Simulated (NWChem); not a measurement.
# C2H3BF2; SMILES C=CB(F)F

```xyz
8

B     -0.0304     0.5097     0.0000
F     -0.7675     1.6156     0.0000
F      1.2911     0.6694     0.0000
C     -0.6738    -0.8969     0.0000
C      0.0734    -2.0108     0.0000
H     -1.7596    -0.9889     0.0000
H     -0.3599    -3.0092     0.0000
H      1.1603    -1.9615     0.0000
```
Atoms are numbered in this order, from 1.

Program: NWChem. Pople sets run with spherical d functions. Structure relaxed at the B3LYP/6-31G* (spherical d) level. Vzz is the largest principal value of the second derivative of the potential at the nucleus (NWChem prints the opposite sign); η is the asymmetry. Non-relativistic.

```tsv
level	Vzz B1 (a.u.)	η B1
PBE0/def2-TZVP	0.354	0.62
PBE0/6-31G*	0.308	0.67
CAM-B3LYP/def2-TZVP	(withheld)	0.65
CAM-B3LYP/def2-SVP	0.326	0.68
```

Q: Fill in the missing entries.

A: 
- CAM-B3LYP/def2-TZVP, Vzz B1 (a.u.): 0.369
